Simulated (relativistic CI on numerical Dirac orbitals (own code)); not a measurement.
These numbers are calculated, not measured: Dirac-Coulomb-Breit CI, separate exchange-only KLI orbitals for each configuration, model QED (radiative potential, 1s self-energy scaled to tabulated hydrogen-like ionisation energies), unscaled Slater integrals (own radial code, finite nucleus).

The strongest absorption lines from the ground level of an ion, among the configurations computed and to levels below about 69.3 eV (vacuum wavelength in Å, gf): 187.28 (0.32), 187.95 (0.84), 188.41 (0.35), 188.90 (0.41), 190.21 (0.19), 192.44 (0.86), 201.52 (0.38), 202.12 (0.72).

**Question.** Which ion is it?
A. Ga6+
B. Cu4+
C. As8+
D. Co2+

**Answer.** A. Ga6+ has 25 electrons and the ground level 3s2 3p6 3d7 4F_9/2; the strongest line goes to 3s2 3p6 3d6 4p 4G°_11/2. The pattern of lines fixes the number of electrons, and along that sequence the line energies rise steadily with the charge (about as its square where n changes within one kind of shell, about linearly where n is kept but much faster in heavy ions where fine structure, which grows about as Z⁴, sets the gap, and irregularly where shells cross), which fixes Z. Configurations outside the model, such as inner-shell arrays, can give stronger lines. At this charge configurations can still be misplaced by up to about 7 % of their energy. Terms inside the open d or f shell come out 10 to 20 % too wide with unscaled integrals. 3 of the 3 excited levels that our extract of the measured tables holds in this range could be paired (the sources list more); they are missed by 116 cm⁻¹ on average and 141 at most, and levels without a partner can miss by more. Some levels of the ground configuration have no partner and can miss by 10 % or more.
